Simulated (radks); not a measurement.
Results of a calculation; reference values are marked as such.
Q: Species: Pb4+. Configuration: [Kr] 4d10 4f14 5s1.75 5p6 5d10 6s0.25 (fractional occupations, a model configuration). Level of theory: Dirac Kohn-Sham, PW91, spin-unpolarised, spherical densities, point nucleus (a radial shooting solver on a logarithmic mesh with Libxc functionals). Some entries of the table are withheld. Estimate them.

| orbital | occ. | eigenvalue (eV) | r(max) (bohr) | <r> (bohr) |
|---|---|---|---|---|
| 1s1/2 | 2 | -88033.10 | 0.009835 | 0.01604 |
| 2s1/2 | 2 | -15767.86 | 0.05735 | 0.06689 |
| 2p1/2 | 2 | -15142.73 | 0.04198 | (1) |
| 2p3/2 | 4 | -12952.15 | 0.04969 | (2) |
| 3s1/2 | 2 | -3817.975 | 0.1614 | 0.1739 |
| 3p1/2 | 2 | -3536.210 | 0.1504 | 0.1644 |
| 3p3/2 | 4 | -3047.453 | 0.1660 | 0.1807 |
| 3d3/2 | 4 | -2584.940 | 0.1289 | 0.1570 |
| 3d5/2 | 6 | -2480.960 | 0.1331 | 0.1619 |
| 4s1/2 | 2 | (3) | 0.3627 | 0.3840 |
| 4p1/2 | 2 | -776.3831 | 0.3603 | 0.3853 |
| 4p3/2 | 4 | -656.7005 | 0.3919 | 0.4198 |
| 4d3/2 | 4 | -458.3352 | 0.3831 | 0.4245 |
| 4d5/2 | 6 | -436.0004 | 0.3927 | 0.4355 |
| 5s1/2 | 1.75 | (4) | 0.7891 | 0.8522 |
| 4f5/2 | 6 | -179.2038 | 0.3476 | 0.4504 |
| 4f7/2 | 8 | -174.1647 | 0.3520 | 0.4566 |
| 5p1/2 | 2 | -145.3110 | 0.8271 | 0.9093 |
| 5p3/2 | 4 | -122.7113 | 0.9036 | 0.9984 |
| 5d3/2 | 4 | (5) | 1.046 | 1.229 |
| 5d5/2 | 6 | (6) | 1.076 | 1.267 |
| 6s1/2 | 0.25 | (7) | 1.834 | 2.017 |

A: 
(1) 2p1/2 <r> (bohr): 0.05487
(2) 2p3/2 <r> (bohr): 0.06379
(3) 4s1/2 eigenvalue (eV): -898.2795
(4) 5s1/2 eigenvalue (eV): -187.0113
(5) 5d3/2 eigenvalue (eV): -64.6219
(6) 5d5/2 eigenvalue (eV): -61.8438
(7) 6s1/2 eigenvalue (eV): -48.6748
